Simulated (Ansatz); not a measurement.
In(PF3)H3 (InPH3F3), 8 atoms. Hardware: 2 threads of Intel Xeon Platinum 8259CL on a shared host.

In the def2 sets In takes a core potential; there is no spin–orbit coupling. Correlated methods freeze 12 core orbitals; core or outer-core shells of In are correlated, in sets that lack core-valence functions.

How many basis functions does each of these Ansatz runs have, and roughly what does it cost? PBE-QIDH/def2-TZVP, charge 0 singlet, energy, from earlier orbitals; PBE0-D4/def2-SVP, charge 0 singlet, energy, from earlier orbitals; PBE0-D4/def2-SVP, charge 0 singlet, energy with a search over starts; MP2/def2-TZVP, charge 0 singlet, energy, from earlier orbitals; r2SCAN-D4/def2-TZVP, charge 0 singlet, energy, from earlier orbitals; PBE-D4/def2-SVP, charge 0 singlet, energy, from earlier orbitals; PBE0-D4/def2-TZVP, charge 0 singlet, energy, from earlier orbitals; LC-ωPBE/def2-TZVP, charge 0 singlet, energy, from earlier orbitals; PBE-D4/def2-TZVP, charge 0 singlet, energy and forces, from earlier orbitals; HF/STO-3G, charge 0 singlet, energy; B2PLYP/def2-TZVP, charge 0 singlet, energy, from earlier orbitals; r2SCAN-D4/def2-SVP, charge 0 singlet, relaxation, 13 steps.

Other jobs shared the machine, so times can vary by a factor of up to 3. A dash marks memory too small to be measured apart from the calling script's.

```
                                                                         run  functions  fitting or Cholesky vectors  wall time  peak host memory (GiB)
                                         HF/STO-3G, charge 0 singlet, energy         54                          722      0.6 s                       –
            PBE-D4/def2-SVP, charge 0 singlet, energy, from earlier orbitals        101                         1141      1.4 s                       –
           PBE0-D4/def2-SVP, charge 0 singlet, energy, from earlier orbitals        101                         1035      2.2 s                       –
        PBE0-D4/def2-SVP, charge 0 singlet, energy with a search over starts        101                         1035      2.9 s                       –
PBE-D4/def2-TZVP, charge 0 singlet, energy and forces, from earlier orbitals        198                         1258      3.5 s                       –
          LC-ωPBE/def2-TZVP, charge 0 singlet, energy, from earlier orbitals        198                         1258        4 s                       –
          PBE0-D4/def2-TZVP, charge 0 singlet, energy, from earlier orbitals        198                         1363      4.3 s                    0.55
        r2SCAN-D4/def2-TZVP, charge 0 singlet, energy, from earlier orbitals        198                         1258      4.8 s                       –
              MP2/def2-TZVP, charge 0 singlet, energy, from earlier orbitals        198                         1474      5.5 s                       –
         PBE-QIDH/def2-TZVP, charge 0 singlet, energy, from earlier orbitals        198                         1474      8.5 s                       –
           B2PLYP/def2-TZVP, charge 0 singlet, energy, from earlier orbitals        198                         1474      8.5 s                       –
                  r2SCAN-D4/def2-SVP, charge 0 singlet, relaxation, 13 steps        101                         1141       44 s                       –
```
